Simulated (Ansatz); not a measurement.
`C[SiH2][Si](F)(F)F` + `N[SiH](O)O` → `C[SiH2]N[SiH](O)O` + `F[SiH](F)F`  (cleavage of the Si–Si bond)

Program: Ansatz. Geometries: PBE0-D4/def2-TZVP. ΔE: electronic, gas phase. CCSD(T)/CBS adds triple-zeta CCSD(T) − MP2 to the extrapolated MP2 energy (def2 sets, frozen cores). This one scheme is used for every species. DFT in def2-TZVPP. B3LYP here is the variant with VWN-RPA as its local correlation; programs differ in this. Each species was taken in one conformer, which may not be the lowest.

| level | ΔE (kJ/mol) | difference from CCSD(T)/CBS |
| --- | --- | --- |
| PBE-D4 | -43.2 | 26.0 |
| r2SCAN-D4 | -60.4 | 8.8 |
| PBE0-D4 | -52.5 | 16.7 |
| B3LYP-D4 | -61.5 | 7.7 |
| ωB97X-V | -61.8 | 7.4 |
| ωB97M-V | -68.4 | 0.8 |
| B2PLYP | -68.0 | 1.2 |
| PBE | -42.2 | 27.0 |
| r2SCAN | -59.8 | 9.4 |
| PBE0 | -51.6 | 17.6 |
| B3LYP | -60.1 | 9.1 |
| HF/def2-TZVPP | -83.0 | -13.8 |
| MP2/def2-TZVPP | -78.8 | -9.6 |
| SCS-MP2/def2-TZVPP | -79.4 | -10.2 |
| CCSD/def2-TZVPP | -72.4 | -3.2 |
| CCSD(T)/def2-TZVPP | -70.7 | -1.5 |
| HF/def2-QZVPP | -84.6 | -15.4 |
| MP2/def2-QZVPP | -78.5 | -9.3 |
| SCS-MP2/def2-QZVPP | -79.1 | -9.9 |
| HF/CBS(def2) | -84.8 | -15.6 |
| MP2/CBS(def2) | -77.3 | -8.1 |
| CCSD/CBS(def2) | -70.9 | -1.7 |
| CCSD(T)/CBS | -69.2 | 0 |

Largest T1 diagnostic among the species: 0.012.

From PBE to PBE0 (25 % exact exchange), in def2-TZVPP and without D4, ΔE moves by −9.4 kJ/mol. In def2-TZVPP, CCSD(T) changes the Hartree–Fock value by +12.3 kJ/mol (the triples alone add +1.7 kJ/mol) and MP2 by +4.2 kJ/mol.
